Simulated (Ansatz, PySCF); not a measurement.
System: C$_{2}$H$_{7}$BN, net charge -1, singlet state. It need not be the lowest isomer of its formula. Whether it binds its extra electron was not tested at this geometry. 
Coordinates optimised at B3LYP-D3(BJ)/def2-TZVP (Ansatz, a quantum-chemistry and plane-wave program):
```xyz
11

B      0.1244     0.0199    -0.0134
C      1.5235    -0.1573    -0.3910
C     -0.9480    -1.1906     0.0277
N     -0.4676     1.3305     0.4150
H      1.9550    -1.1313    -0.6225
H      2.2532     0.6561    -0.4310
H     -1.8027    -1.0110    -0.6443
H     -0.4999    -2.1437    -0.2707
H     -1.3785    -1.3257     1.0309
H      0.0919     2.1366     0.1668
H     -1.4206     1.4931     0.1131
```
Charge -1, spin multiplicity 1.

Total electronic energies in hartree. Cores are frozen in the correlated levels unless marked. Spin-orbit coupling is left out. No relativistic terms. CBS marks a two-point X^-3 extrapolation of the correlation energy; Hartree-Fock from the larger set. The bracket is a focal-point correction in the basis named.

```tsv
level	program	energy (Eh)
HF/aug-cc-pVDZ	Ansatz	-158.96728
HF/cc-pVDZ	Ansatz	-158.94110
HF/aug-cc-pVTZ	Ansatz	-159.00668
HF/cc-pVTZ	Ansatz	-158.99759
HF-D4/def2-TZVPD	PySCF + dftd4	-159.03438
RI-HF/aug-cc-pVQZ	Ansatz	-159.01612
RI-HF/cc-pVQZ	Ansatz	-159.01208
SVWN5/def2-TZVPD	Ansatz	-158.62884
revPBE-D3(BJ)/def2-TZVPD	Ansatz + dftd3	-160.08904
B97M-V/def2-TZVPD	Ansatz	-160.12540
B3LYP/def2-TZVPD	Ansatz	-160.13807
PBE0/def2-SVP	Ansatz	-159.72512
PBE0/def2-QZVPP	Ansatz	-159.93023
r2SCANh-D4/def2-TZVPD	Ansatz + dftd4	-160.01559
HSE06-D3(BJ)/def2-TZVPD	Ansatz + dftd3	-159.91291
HSE06-D4/def2-TZVPD	Ansatz + dftd4	-159.91452
MP2/aug-cc-pVDZ	Ansatz	-159.56157
MP2/cc-pwCVTZ	Ansatz	-159.70144
RI-MP2/aug-cc-pVTZ	Ansatz	-159.71462
SCS-MP2/aug-cc-pVDZ	Ansatz	-159.55688
CCSD/cc-pVDZ	Ansatz	-159.54928
CCSD(T)/cc-pwCVTZ	Ansatz	-159.76741
RI-MP2/CBS(aug-cc-pVTZ,aug-cc-pVQZ)+[CCSD(T)-MP2]/aug-cc-pVTZ	Ansatz	-159.8550
```

Totals of different functionals don't rank their quality; only differences between species are comparable.
